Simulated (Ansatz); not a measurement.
Two isomers of CH8AlFSi2: A = `[CH3][AlH][SiH](F)[SiH3]`, B = `C[SiH2][Al]([F])[SiH3]`.

Gas-phase electronic energies from Ansatz, PBE0-D4/def2-TZVP geometries. CCSD(T)/CBS adds triple-zeta CCSD(T) − MP2 to the extrapolated MP2 energy (def2 sets, frozen cores). DFT in def2-TZVPP. B3LYP here is the variant with VWN-RPA as its local correlation; programs differ in this. One conformer a species, not always the lowest.

Problem. Which isomer does CCSD(T)/CBS put lower? Give the gap. (Estimate.)

Solution. Ansatz gave: B, by 17.7 kcal/mol.

Problem. Give E(B) − E(A) in kcal/mol with PBE-D4, ωB97M-V, MP2/def2-TZVPP, B2PLYP, CCSD/def2-TZVPP, B3LYP, B3LYP-D4. (Estimate.)

Solution. The calculation gave: PBE-D4 -17.4, ωB97M-V -16.6, MP2/def2-TZVPP -18.3, B2PLYP -17.6, CCSD/def2-TZVPP -18.2, B3LYP -17.1, B3LYP-D4 -16.8. None reverses the order clearly.

Largest T1 diagnostic: 0.013.

In def2-TZVPP, CCSD(T) changes the Hartree–Fock value by −1.8 kcal/mol (the triples alone add −0.1 kcal/mol) and MP2 by −1.8 kcal/mol.
